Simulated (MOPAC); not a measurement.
MOPAC input (PM3):

```
PM3 PRECISE GNORM=0.05 LET XYZ UHF MS=0.5 GEO-OK AUX(PRECISION=9) THREADS=1
C3H9BN

C     1.95819100 1   -0.23804900 1   -0.60140000 1
N     0.92054900 1    0.48026400 1   -0.05966300 1
B    -0.43117300 1    0.08033100 1    0.14293700 1
C    -1.43032400 1    1.11126200 1    0.79237100 1
C    -0.87774300 1   -1.37047800 1   -0.28684600 1
H     2.93164500 1    0.21556600 1   -0.68492700 1
H     1.77904000 1   -1.24570200 1   -0.93414200 1
H     1.17219700 1    1.41572200 1    0.22693900 1
H    -2.27938100 1    1.29711300 1    0.12548500 1
H    -0.98648700 1    2.07921100 1    1.04098700 1
H    -1.86529900 1    0.70026200 1    1.71000500 1
H    -0.71195600 1   -1.54045200 1   -1.35641600 1
H    -0.29638600 1   -2.13944600 1    0.23379700 1
H    -1.93209600 1   -1.56218100 1   -0.08352200 1
```

Output:

```
 *******************************************************************************
 **                                                                           **
 **                              MOPAC v23.2.5                                **
 **                                                                           **
 *******************************************************************************
 ** MOPAC's Digital Object Identifier: https://doi.org/10.5281/zenodo.6511958 **
 **                                                                           **
 ** Please cite the open-source release paper for use of this MOPAC version:  **
 ** J. E. Moussa and J. J. P. Stewart (2026)                                  **
 ** MOPAC: An open-source semiempirical molecular orbital program             **
 ** J. Open Source Softw., 11(119), 8025, https://doi.org/10.21105/joss.08025 **
 *******************************************************************************

                              PM3 CALCULATION RESULTS

 *******************************************************************************
 *  PM3        - The PM3 Hamiltonian to be used
 *  GEO-OK     - OVERRIDE INTERATOMIC DISTANCE AND OTHER SAFETY CHECKS
 *  UHF        - UNRESTRICTED HARTREE-FOCK CALCULATION
 *  MS=        - IN MECI, MAGNETIC COMPONENT OF SPIN =  0.5
 *  LET        - OVERRIDE SOME SAFETY CHECKS
 *  PRECISE    - TIGHTER CRITERIA TO BE USED
 *  XYZ        - CARTESIAN COORDINATE SYSTEM TO BE USED
 *  GNORM      - EXIT WHEN GRADIENT NORM DROPS BELOW 0.050
 *  AUX        - OUTPUT AUXILIARY INFORMATION
 *******************************************************************************
PM3 PRECISE GNORM=0.05 LET XYZ UHF MS=0.5 GEO-OK AUX(PRECISION=9) THREADS=1
 C3H9BN

   ATOM   CHEMICAL          X               Y               Z
  NUMBER   SYMBOL      (ANGSTROMS)     (ANGSTROMS)     (ANGSTROMS)

     1       C          1.95819100  *  -0.23804900  *  -0.60140000  *
     2       N          0.92054900  *   0.48026400  *  -0.05966300  *
     3       B         -0.43117300  *   0.08033100  *   0.14293700  *
     4       C         -1.43032400  *   1.11126200  *   0.79237100  *
     5       C         -0.87774300  *  -1.37047800  *  -0.28684600  *
     6       H          2.93164500  *   0.21556600  *  -0.68492700  *
     7       H          1.77904000  *  -1.24570200  *  -0.93414200  *
     8       H          1.17219700  *   1.41572200  *   0.22693900  *
     9       H         -2.27938100  *   1.29711300  *   0.12548500  *
    10       H         -0.98648700  *   2.07921100  *   1.04098700  *
    11       H         -1.86529900  *   0.70026200  *   1.71000500  *
    12       H         -0.71195600  *  -1.54045200  *  -1.35641600  *
    13       H         -0.29638600  *  -2.13944600  *   0.23379700  *
    14       H         -1.93209600  *  -1.56218100  *  -0.08352200  *

          CARTESIAN COORDINATES

    NO.       ATOM           X           Y           Z

     1         C          1.9582     -0.2380     -0.6014
     2         N          0.9205      0.4803     -0.0597
     3         B         -0.4312      0.0803      0.1429
     4         C         -1.4303      1.1113      0.7924
     5         C         -0.8777     -1.3705     -0.2868
     6         H          2.9316      0.2156     -0.6849
     7         H          1.7790     -1.2457     -0.9341
     8         H          1.1722      1.4157      0.2269
     9         H         -2.2794      1.2971      0.1255
    10         H         -0.9865      2.0792      1.0410
    11         H         -1.8653      0.7003      1.7100
    12         H         -0.7120     -1.5405     -1.3564
    13         H         -0.2964     -2.1394      0.2338
    14         H         -1.9321     -1.5622     -0.0835

  H: (PM3): J. J. P. STEWART, J. COMP. CHEM. 10, 209 (1989).
  B: (PM3): J. J. P. STEWART, J. MOL. MOD., 10, 155-164 (2004)
  C: (PM3): J. J. P. STEWART, J. COMP. CHEM. 10, 209 (1989).
  N: (PM3): J. J. P. STEWART, J. COMP. CHEM. 10, 209 (1989).

           Empirical Formula: C3 H9 N B  =    14 atoms

      MOLECULAR POINT GROUP   :   Cs

          UHF CALCULATION, NO. OF ALPHA ELECTRONS =   15
                           NO. OF BETA  ELECTRONS =   14

          Geometry optimization using EF

          DIAGONAL MATRIX USED AS START HESSIAN

 CYCLE:     1  GRAD.:    57.658 HEAT: -21.03714
 CYCLE:     2  GRAD.:   361.064 HEAT:  3.250763
 CYCLE:     3  GRAD.:   140.549 HEAT: -16.13562
 CYCLE:     4  GRAD.:   177.294 HEAT: -12.10443
 CYCLE:     5  GRAD.:   219.238 HEAT: -11.41281
 CYCLE:     6  GRAD.:   226.453 HEAT: -7.374063
 CYCLE:     7  GRAD.:   122.221 HEAT: -15.54451
 CYCLE:     8  GRAD.:   227.270 HEAT: -8.766483
 CYCLE:     9  GRAD.:   131.064 HEAT: -14.92624
 CYCLE:    10  GRAD.:   156.808 HEAT: -14.04204
 CYCLE:    11  GRAD.:   144.077 HEAT: -12.96746
 CYCLE:    12  GRAD.:   121.637 HEAT: -17.73430
 CYCLE:    13  GRAD.:   228.416 HEAT: -7.137274
 CYCLE:    14  GRAD.:   114.026 HEAT: -17.76051
 CYCLE:    15  GRAD.:   129.126 HEAT: -15.30397
 CYCLE:    16  GRAD.:    75.176 HEAT: -20.17161
 CYCLE:    17  GRAD.:    81.510 HEAT: -20.69259
 CYCLE:    18  GRAD.:    89.977 HEAT: -20.02614
 CYCLE:    19  GRAD.:   131.191 HEAT: -16.42430
 CYCLE:    20  GRAD.:    57.928 HEAT: -21.55921
 CYCLE:    21  GRAD.:   198.177 HEAT: -9.448351
 CYCLE:    22  GRAD.:    21.189 HEAT: -22.53025
 CYCLE:    23  GRAD.:    34.397 HEAT: -22.15892
 CYCLE:    24  GRAD.:     2.417 HEAT: -22.80706
 CYCLE:    25  GRAD.:     5.008 HEAT: -22.80498
 CYCLE:    26  GRAD.:     5.182 HEAT: -22.80585
 CYCLE:    27  GRAD.:     1.740 HEAT: -22.81576
 CYCLE:    28  GRAD.:     2.909 HEAT: -22.81626
 CYCLE:    29  GRAD.:     3.660 HEAT: -22.81734
 CYCLE:    30  GRAD.:     0.697 HEAT: -22.82207
 CYCLE:    31  GRAD.:     0.166 HEAT: -22.82293
 CYCLE:    32  GRAD.:     0.127 HEAT: -22.82323
 CYCLE:    33  GRAD.:     0.080 HEAT: -22.82325
 CYCLE:    34  GRAD.:     0.053 HEAT: -22.82326
 CYCLE:    35  GRAD.:     0.087 HEAT: -22.82328
 CYCLE:    36  GRAD.:     0.046 HEAT: -22.82328

     GRADIENT =  0.04568 IS LESS THAN CUTOFF =  0.05000

 -------------------------------------------------------------------------------
 PM3 PRECISE GNORM=0.05 LET XYZ UHF MS=0.5 GEO-OK AUX(PRECISION=9) THREADS=1
 C3H9BN

     GEOMETRY OPTIMISED USING EIGENVECTOR FOLLOWING (EF).
     SCF FIELD WAS ACHIEVED

                              PM3 CALCULATION
                                                       MOPAC v23.2.5 Linux

          FINAL HEAT OF FORMATION =        -22.82328 KCAL/MOL =     -95.49262 KJ/MOL

          COSMO AREA              =        127.09 SQUARE ANGSTROMS
          COSMO VOLUME            =        114.86 CUBIC ANGSTROMS

          GRADIENT NORM           =          0.04568          =       0.01221 PER ATOM
          IONIZATION POTENTIAL    =          8.356380 EV
          ALPHA SOMO LUMO (EV)    =         -8.356  1.507
          BETA  SOMO LUMO (EV)    =        -11.068  0.482
          NO. OF ALPHA ELECTRONS  =         15
          NO. OF BETA  ELECTRONS  =         14
          MOLECULAR WEIGHT        =         69.9208         POINT GROUP:  Cs

          MOLECULAR DIMENSIONS (Angstroms)

            Atom       Atom       Distance
            H     9    H     6     5.40190
            H    10    H    12     4.08335
            H    13    H     6     2.03071

          SCF CALCULATIONS        =         37

   ATOM   CHEMICAL          X               Y               Z
  NUMBER   SYMBOL      (ANGSTROMS)     (ANGSTROMS)     (ANGSTROMS)

     1       C          1.96231577  *  -0.23589232  *  -0.60165826  *
     2       N          0.93619979  *   0.51383626  *  -0.05112585  *
     3       B         -0.42432952  *   0.08050988  *   0.14124457  *
     4       C         -1.43103827  *   1.06027434  *   0.77335108  *
     5       C         -0.88849878  *  -1.32930295  *  -0.26852705  *
     6       H          2.96311423  *   0.16820215  *  -0.71098770  *
     7       H          1.77570085  *  -1.25204543  *  -0.93565509  *
     8       H          1.21242839  *   1.42647671  *   0.22047833  *
     9       H         -2.27374470  *   1.22649975  *   0.08639388  *
    10       H         -1.03806657  *   2.04881234  *   1.04301563  *
    11       H         -1.85490380  *   0.62280040  *   1.68909537  *
    12       H         -0.74830749  *  -1.50936961  *  -1.34426188  *
    13       H         -0.32884330  *  -2.11398135  *   0.26090693  *
    14       H         -1.95150005  *  -1.49661145  *  -0.05375081  *

                             CARTESIAN COORDINATES

   1    C        1.962315768    -0.235892324    -0.601658257
   2    N        0.936199793     0.513836258    -0.051125848
   3    B       -0.424329517     0.080509882     0.141244570
   4    C       -1.431038269     1.060274340     0.773351085
   5    C       -0.888498781    -1.329302952    -0.268527049
   6    H        2.963114229     0.168202150    -0.710987703
   7    H        1.775700854    -1.252045431    -0.935655091
   8    H        1.212428387     1.426476710     0.220478329
   9    H       -2.273744704     1.226499748     0.086393883
  10    H       -1.038066574     2.048812335     1.043015630
  11    H       -1.854903801     0.622800400     1.689095372
  12    H       -0.748307488    -1.509369607    -1.344261884
  13    H       -0.328843297    -2.113981350     0.260906926
  14    H       -1.951500048    -1.496611445    -0.053750815

           Empirical Formula: C3 H9 N B  =    14 atoms

      MOLECULAR POINT GROUP   :   Cs

          ALPHA EIGENVALUES
 -34.64523 -30.89270 -28.24974 -22.83305 -18.12640 -16.78019 -15.25408 -14.88049
 -13.41822 -12.97472 -12.86368 -12.13632 -12.09187 -11.56554  -8.35638   1.50699
   2.25697   3.33021   3.92866   4.19994   4.33648   4.73810   4.77869   4.83930
   4.99474   5.02729   5.37256   5.88164   6.21485

           BETA EIGENVALUES
 -34.35220 -30.53478 -28.24294 -22.19236 -18.00677 -16.53580 -15.17849 -14.59459
 -13.23315 -12.94512 -12.80184 -12.09602 -11.52613 -11.06794   0.48204   2.47662
   2.57902   3.63210   4.11340   4.33143   4.51353   4.75344   4.79080   4.90160
   5.03812   5.10114   5.41956   5.97355   6.50163

              NET ATOMIC CHARGES AND DIPOLE CONTRIBUTIONS

  ATOM NO.   TYPE          CHARGE      No. of ELECS.   s-Pop       p-Pop
    1          C          -0.371508        4.3715     1.23840     3.13311
    2          N           0.378527        4.6215     1.22022     3.40125
    3          B          -0.280050        3.2801     1.01292     2.26713
    4          C          -0.167931        4.1679     1.11035     3.05758
    5          C          -0.155561        4.1556     1.10650     3.04906
    6          H           0.104560        0.8954     0.89544
    7          H           0.117997        0.8820     0.88200
    8          H           0.022072        0.9779     0.97793
    9          H           0.067299        0.9327     0.93270
   10          H           0.040734        0.9593     0.95927
   11          H           0.067296        0.9327     0.93270
   12          H           0.059827        0.9402     0.94017
   13          H           0.059824        0.9402     0.94018
   14          H           0.056914        0.9431     0.94309
 DIPOLE           X         Y         Z       TOTAL
 POINT-CHG.     0.832     0.459    -0.045     0.951
 HYBRID         0.265     0.155    -0.011     0.307
 SUM            1.096     0.614    -0.055     1.258

          ATOMIC ORBITAL ELECTRON POPULATIONS

     Atom    s        px        py        pz
    1  C   1.23840   0.98826   1.03499   1.10986
    2  N   1.22022   1.03896   1.01648   1.34581
    3  B   1.01292   0.79956   0.86211   0.60545
    4  C   1.11035   1.03498   1.00688   1.01573
    5  C   1.10650   1.02319   1.01898   1.00689
    6  H   0.89544
    7  H   0.88200
    8  H   0.97793
    9  H   0.93270
   10  H   0.95927
   11  H   0.93270
   12  H   0.94017
   13  H   0.94018
   14  H   0.94309

                    (SZ)    =    0.500000
                    (S**2)  =    0.775456

          ATOMIC ORBITAL SPIN POPULATIONS

    Atom   Total    s     px     py     pz
         Atomic
    1  C  0.9986  0.060  0.100  0.152  0.687
    2  N -0.0614 -0.007 -0.024 -0.014 -0.016
    3  B  0.1947  0.007  0.016  0.029  0.142
    4  C -0.0207 -0.003 -0.008 -0.004 -0.005
    5  C -0.0196 -0.003 -0.003 -0.009 -0.005
    6  H -0.0678 -0.068
    7  H -0.0676 -0.068
    8  H  0.0021  0.002
    9  H  0.0097  0.010
   10  H  0.0016  0.002
   11  H  0.0097  0.010
   12  H  0.0096  0.010
   13  H  0.0096  0.010
   14  H  0.0015  0.002

 **********************
 *                    *
 * JOB ENDED NORMALLY *
 *                    *
 **********************

 == MOPAC DONE ==
```

The geometry given is a B3LYP-D3(BJ)/def2-TZVP minimum.
